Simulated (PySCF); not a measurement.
Species: sec-butyl formate, C₅H₁₀O₂.
Numbering: `[CH3:1][CH2:2][C@@H:3]([CH3:4])[O:5][CH:6]=[O:7]` (hydrogens: H8, H9, H10 on C1; H11, H12 on C2; H13 on C3; H14, H15, H16 on C4; H17 on C6)

Cartesian coordinates in Å at the GFN2-xTB level; atoms count from 1:
```
atom  x, y, z in Å
C1     1.6566    1.3837    0.1589
C2     1.2810   -0.0922    0.2093
C3    -0.2072   -0.3163   -0.0486
C4    -0.5665   -1.7959   -0.1279
O5    -0.9293    0.2892    1.0445
C6    -2.1293    0.7646    0.7949
O7    -2.7114    0.7611   -0.2502
H8     1.4491    1.7984   -0.8252
H9     2.7149    1.5115    0.3716
H10    1.0862    1.9425    0.8965
H11    1.5244   -0.5006    1.1912
H12    1.8461   -0.6452   -0.5421
H13   -0.5180    0.1882   -0.9724
H14   -1.6340   -1.9108   -0.2996
H15   -0.0283   -2.2635   -0.9473
H16   -0.3026   -2.2946    0.8018
H17   -2.5390    1.1919    1.7281
```

The calculation used TDDFT PBE0/def2-SVPD, vertical, gas phase, core orbitals frozen in the response in PySCF 2.14.0, density-fitted response routines.

**Question.** What does the calculation give for the low-lying excited states?

**Answer.** 

```json
{"state": "S1", "λ (nm)": "208.0", "E (eV)": "5.96", "f": "0.0015", "main configurations (H = HOMO, L = LUMO)": "H→L (98%)"}
{"state": "S2", "λ (nm)": "157.7", "E (eV)": "7.86", "f": "0.040", "main configurations (H = HOMO, L = LUMO)": "H-1→L (46%), H→L+1 (41%)"}
{"state": "S3", "λ (nm)": "152.8", "E (eV)": "8.11", "f": "0.089", "main configurations (H = HOMO, L = LUMO)": "H-1→L (42%), H→L+1 (36%), H-2→L (8%)"}
{"state": "S4", "λ (nm)": "151.5", "E (eV)": "8.18", "f": "0.018", "main configurations (H = HOMO, L = LUMO)": "H-2→L (74%), H-5→L (11%)"}
{"state": "S5", "λ (nm)": "146.6", "E (eV)": "8.46", "f": "0.039", "main configurations (H = HOMO, L = LUMO)": "H→L+3 (54%), H-1→L+1 (26%), H→L+1 (9%)"}
{"state": "S6", "λ (nm)": "145.7", "E (eV)": "8.51", "f": "0.023", "main configurations (H = HOMO, L = LUMO)": "H-1→L+1 (68%), H→L+3 (18%)"}
```

Triplets (Tamm–Dancoff): T1 5.37 eV, H→L (97%); T2 6.03 eV, H-1→L (79%), H-4→L (10%).

The lowest singlet comes at 208 nm (575 kJ/mol) in the ultraviolet; it is very weak; its leading configuration is HOMO→LUMO (98%). The most intense listed level is S3 at 8.11 eV (153 nm, f = 0.089), 2.15 eV above S1. S1 has the pattern of n→π* at C=O. The listed states span 2.55 eV, and the widest gap between neighbours is 1.90 eV (S1 to S2). Orbital energies (eV): HOMO-3 -10.00, HOMO-2 -9.49, HOMO-1 -8.86, HOMO -8.25, LUMO 0.11, LUMO+1 0.72, LUMO+2 1.22. Weighted by f, the mean energy of these states is 8.16 eV. No computed singlet lies in the visible range (380 to 750 nm); the lowest, at 208 nm, stands 2.70 eV above its violet end (3.26 eV). The window holds the lowest 6 singlets.

One conformer stands for the species.
